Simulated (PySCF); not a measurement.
**Ionisation energy of Rh⁺ by level of theory**

Rh⁺ [Kr] 4d8 (3F) → Rh²⁺ [Kr] 4d7 (4F), as a difference of total energies. Calculation: PySCF 2.14, in def2-TZVPPD with the def2 core potential (28 electrons); a scalar-relativistic core potential. Correlated levels: valence: 4s2 4p6 frozen; valence and next inner shell: nothing frozen outside the core potential. The calculations carry no spin-orbit coupling.

```tsv
method	ionisation energy (eV)	difference from reference (eV)
UHF	16.166	-1.914
LDA	18.744	+0.664
PBE	18.406	+0.326
PBE0	18.131	+0.051
r2SCAN	18.107	+0.027
B3LYP	18.350	+0.270
M06-2X	18.251	+0.171
M06	17.982	-0.098
PBEsol	18.408	+0.328
MP2 (valence)	17.813	-0.267
SCS-MP2 (valence)	17.827	-0.253
MP2 (valence and next inner shell)	17.898	-0.182
SCS-MP2 (valence and next inner shell)	17.764	-0.316
```

Reference: 18.08 eV (semi-empirical (NIST evaluation); NIST Atomic Spectra Database, ionization energies).

The reference lies between the lowest fine-structure levels, while these numbers refer to the centres of the terms.

Errors of the correlated levels include the incompleteness of this basis and the frozen core.
